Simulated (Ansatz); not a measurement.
CaCl2, triplet, at a GFN2-xTB geometry (such geometries of metal compounds can be far from the true shape) (a higher spin typed on purpose: for a closed-shell molecule this is an excited state); PBE/STO-3G (Ansatz, a first-principles code).

The Ansatz input:
Ansatz 0.2 input:
```yaml
crystal:
  periodic: [false, false, false]
  atoms:
    - {symbol: Ca, position_ang: [0.43095307, -1.37044244, -0.06015462]}
    - {symbol: Cl, position_ang: [0.64352842, 1.12762644, -0.86225411]}
    - {symbol: Cl, position_ang: [-1.15053203, 0.48465879, 0.93302425]}
basis:
  gaussian:
    orbitals: STO-3G
hamiltonian:
  xc: pbe
magnetization: {spin_polarized: true, initial_magnetization: 2}
```

### Question
Predict the main parts of the log of this Ansatz run.

### Answer

```
Functional definition: PBE
362 factors; integrals over basis functions are off by at most 1.5e-4 eV
mean field evaluation 1: about -43007.0065 eV, gradient 4.0e0 eV
mean field evaluation 2: about -43007.1241 eV, gradient 3.5e0 eV
mean field evaluation 4: about -43007.3227 eV, gradient 4.8e-2 eV
mean field evaluation 8: about -43007.3201 eV, gradient 5.6e-4 eV
mean field -43007.32014424 eV, -1580.4898638922 hartree, gradient 5.8e-6 eV, S^2 2.000348; 0 other end points of the search recorded, 0 dependent functions left out
reference -43007.32017035 eV, -1580.4898648519 hartree; 28, 26 occupied and 3, 5 virtual orbitals, 362 factors
Total energy: -43007.32017035 eV, -1580.4898648519 hartree
```
